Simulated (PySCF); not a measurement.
PySCF input file for SiH2Cl2, SMILES Cl[SiH2]Cl, ADC(2)/aug-cc-pVDZ. Geometry: B3LYP-D3(BJ)/def2-TZVP. The isomer is the one that the SMILES or the coordinates give; other isomers of the formula were not compared.

```python
import numpy as np
from pyscf import gto, scf, dft, adc

mol = gto.M(
    atom='''
    Si    0.00000000   -0.00000000    0.76641570
    Cl    1.68239865   -0.00000000   -0.40851901
    Cl   -1.68239865   -0.00000000   -0.40851901
    H     0.00000000   -1.22441594    1.57991336
    H     0.00000000    1.22441595    1.57991335
    ''',
    basis='aug-cc-pVDZ',
    charge=0,
    spin=0,
    max_memory=1600,
    verbose=4,
)
mf = scf.RHF(mol)
mf.conv_tol = 1e-10
mf.max_cycle = 100
mf.kernel()
res = {}
for kind, nroots in (('ee', 6), ('ip', 6), ('ea', 2)):
    a = adc.ADC(mf).density_fit('aug-cc-pvdz-ri')
    a.method, a.method_type = 'adc(2)', kind
    e, v, p, x = a.kernel(nroots=nroots)
    res[kind] = (e * 27.211386245988, p)
for kind, (e, p) in res.items():
    print(kind, 'energies / eV', np.round(e, 3), 'strengths', np.round(p, 4))
```

Program output:

```
PySCF version 2.14.0

[INPUT] verbose = 4
[INPUT] num. atoms = 5
[INPUT] num. electrons = 50
[INPUT] charge = 0
[INPUT] spin (= nelec alpha-beta = 2S) = 0
[INPUT] symmetry False subgroup None
[INPUT] Mole.unit = angstrom
[INPUT] Symbol           X                Y                Z      unit          X                Y                Z       unit  Magmom
[INPUT]  1 Si     0.000000000000   0.000000000000   0.766415700000 AA    0.000000000000   0.000000000000   1.448315770567 Bohr   0.0
[INPUT]  2 Cl     1.682398650000   0.000000000000  -0.408519010000 AA    3.179272680838   0.000000000000  -0.771989045578 Bohr   0.0
[INPUT]  3 Cl    -1.682398650000   0.000000000000  -0.408519010000 AA   -3.179272680838   0.000000000000  -0.771989045578 Bohr   0.0
[INPUT]  4 H      0.000000000000  -1.224415940000   1.579913360000 AA    0.000000000000  -2.313810789152   2.985603550941 Bohr   0.0
[INPUT]  5 H      0.000000000000   1.224415950000   1.579913350000 AA    0.000000000000   2.313810808049   2.985603532044 Bohr   0.0

nuclear repulsion = 190.9980144568
number of shells = 34
number of NR pGTOs = 172
number of NR cGTOs = 99
basis = aug-cc-pVDZ
ecp = {}


******** <class 'pyscf.scf.hf.RHF'> ********
method = RHF
initial guess = minao
damping factor = 0
level_shift factor = 0
DIIS = <class 'pyscf.scf.diis.CDIIS'>
diis_start_cycle = 1
diis_space = 8
diis_damp = 0
SCF conv_tol = 1e-10
SCF conv_tol_grad = None
SCF max_cycles = 100
direct_scf = True
direct_scf_tol = 1e-13
Set gradient conv threshold to 1e-05
Initial guess from minao.
init E= -1209.32364958285
  HOMO = -0.357471720138353  LUMO = 0.0358793189801703  gap/eV = 10.70363
cycle= 1 E= -1209.15753467338  delta_E= 0.166  |g|= 0.365  |ddm|= 1.65
  HOMO = -0.461730649058851  LUMO = 0.0311699839809072  gap/eV = 13.41251
cycle= 2 E= -1209.19866476112  delta_E= -0.0411  |g|= 0.165  |ddm|= 0.555
  HOMO = -0.456408756790151  LUMO = 0.0424559147541737  gap/eV = 13.57480
cycle= 3 E= -1209.20729889882  delta_E= -0.00863  |g|= 0.0252  |ddm|=  0.2
  HOMO = -0.454909854893939  LUMO = 0.0431851636073035  gap/eV = 13.55386
cycle= 4 E= -1209.20766884745  delta_E= -0.00037  |g|= 0.004  |ddm|= 0.0843
  HOMO = -0.455492166188485  LUMO = 0.0430272714857738  gap/eV = 13.56540
cycle= 5 E= -1209.20768073531  delta_E= -1.19e-05  |g|= 0.00111  |ddm|= 0.0122
  HOMO = -0.455554241931059  LUMO = 0.0430465972582565  gap/eV = 13.56762
cycle= 6 E= -1209.2076817683  delta_E= -1.03e-06  |g|= 0.000366  |ddm|= 0.00216
  HOMO = -0.455543583632255  LUMO = 0.0430459455323837  gap/eV = 13.56731
cycle= 7 E= -1209.20768188105  delta_E= -1.13e-07  |g|= 7.1e-05  |ddm|= 0.000819
  HOMO = -0.45554704151406  LUMO = 0.0430494269908603  gap/eV = 13.56750
cycle= 8 E= -1209.20768188526  delta_E= -4.21e-09  |g|= 1.37e-05  |ddm|= 0.000183
  HOMO = -0.455545136758272  LUMO = 0.0430498240920798  gap/eV = 13.56746
cycle= 9 E= -1209.20768188541  delta_E= -1.53e-10  |g|= 3.16e-06  |ddm|= 3.49e-05
  HOMO = -0.455545768571242  LUMO = 0.04304989676241  gap/eV = 13.56748
cycle= 10 E= -1209.20768188542  delta_E= -2.27e-12  |g|= 7.45e-07  |ddm|= 7.88e-06
  HOMO = -0.455545661555981  LUMO = 0.0430499194330256  gap/eV = 13.56748
Extra cycle  E= -1209.20768188541  delta_E= 3.18e-12  |g|= 2.82e-07  |ddm|= 1.47e-06
converged SCF energy = -1209.20768188541

******** <class 'pyscf.adc.radc.RADC'> ********
******** ADC Orbital Information ********
Number of Frozen Occupied Orbitals: 0
Number of Frozen Virtual Orbitals: 0
Number of Active Occupied Orbitals: 25
Number of Active Virtual Orbitals: 74
*****************************************
******** <class 'pyscf.df.df.DF'> ********
auxbasis = aug-cc-pvdz-ri
Reference correlation energy (doubles): -0.41856215
MP2 correlation energy of reference state (a.u.) = -0.41856215

******** <class 'pyscf.adc.radc_ee.RADCEE'> ********
max_space = 12
max_cycle = 50
conv_tol = 1e-08

*************************************************************
        ADC calculation summary (singlet states only)
*************************************************************
adc(2) root 0  |  Energy (Eh) =   0.2912264227  |  Energy (eV) =   7.92467461  |  Osc. strength = 0.02868062  |  conv = True
adc(2) root 1  |  Energy (Eh) =   0.2955176691  |  Energy (eV) =   8.04144537  |  Osc. strength = 0.00000000  |  conv = True
adc(2) root 2  |  Energy (Eh) =   0.3048627331  |  Energy (eV) =   8.29573751  |  Osc. strength = 0.05616437  |  conv = True
adc(2) root 3  |  Energy (Eh) =   0.3125498791  |  Energy (eV) =   8.50491541  |  Osc. strength = 0.06615702  |  conv = True
adc(2) root 4  |  Energy (Eh) =   0.3129354650  |  Energy (eV) =   8.51540774  |  Osc. strength = 0.00450319  |  conv = True
adc(2) root 5  |  Energy (Eh) =   0.3168606211  |  Energy (eV) =   8.62221668  |  Osc. strength = 0.00000000  |  conv = True

******** <class 'pyscf.adc.radc.RADC'> ********
******** ADC Orbital Information ********
Number of Frozen Occupied Orbitals: 0
Number of Frozen Virtual Orbitals: 0
Number of Active Occupied Orbitals: 25
Number of Active Virtual Orbitals: 74
*****************************************
******** <class 'pyscf.df.df.DF'> ********
auxbasis = aug-cc-pvdz-ri
Reference correlation energy (doubles): -0.41856215
MP2 correlation energy of reference state (a.u.) = -0.41856215

******** <class 'pyscf.adc.radc_ip.RADCIP'> ********
max_space = 12
max_cycle = 50
conv_tol = 1e-08

*************************************************************
        ADC calculation summary (doublet states only)
*************************************************************
adc(2) root 0  |  Energy (Eh) =   0.4171172139  |  Energy (eV) =  11.35033752  |  Spec. factor = 1.82121879  |  conv = True
adc(2) root 1  |  Energy (Eh) =   0.4231189623  |  Energy (eV) =  11.51365341  |  Spec. factor = 1.80427592  |  conv = True
adc(2) root 2  |  Energy (Eh) =   0.4368794420  |  Energy (eV) =  11.88809514  |  Spec. factor = 1.80186169  |  conv = True
adc(2) root 3  |  Energy (Eh) =   0.4415251920  |  Energy (eV) =  12.01451244  |  Spec. factor = 1.80976939  |  conv = True
adc(2) root 4  |  Energy (Eh) =   0.5144032841  |  Energy (eV) =  13.99762633  |  Spec. factor = 1.80084559  |  conv = True
adc(2) root 5  |  Energy (Eh) =   0.5178261459  |  Energy (eV) =  14.09076715  |  Spec. factor = 1.81086570  |  conv = True

******** <class 'pyscf.adc.radc.RADC'> ********
******** ADC Orbital Information ********
Number of Frozen Occupied Orbitals: 0
Number of Frozen Virtual Orbitals: 0
Number of Active Occupied Orbitals: 25
Number of Active Virtual Orbitals: 74
*****************************************
******** <class 'pyscf.df.df.DF'> ********
auxbasis = aug-cc-pvdz-ri
Reference correlation energy (doubles): -0.41856215
MP2 correlation energy of reference state (a.u.) = -0.41856215

******** <class 'pyscf.adc.radc_ea.RADCEA'> ********
max_space = 12
max_cycle = 50
conv_tol = 1e-08

*************************************************************
        ADC calculation summary (doublet states only)
*************************************************************
adc(2) root 0  |  Energy (Eh) =   0.0320665585  |  Energy (eV) =   0.87257550  |  Spec. factor = 1.96990119  |  conv = True
adc(2) root 1  |  Energy (Eh) =   0.0356221455  |  Energy (eV) =   0.96932795  |  Spec. factor = 1.95026891  |  conv = True
ee energies / eV [7.925 8.041 8.296 8.505 8.515 8.622] strengths [0.0287 0.     0.0562 0.0662 0.0045 0.    ]
ip energies / eV [11.35  11.514 11.888 12.015 13.998 14.091] strengths [1.8212 1.8043 1.8019 1.8098 1.8008 1.8109]
ea energies / eV [0.873 0.969] strengths [1.9699 1.9503]
```

Self-consistency was reached.

Cost: about 8 core-minutes (a rough figure).
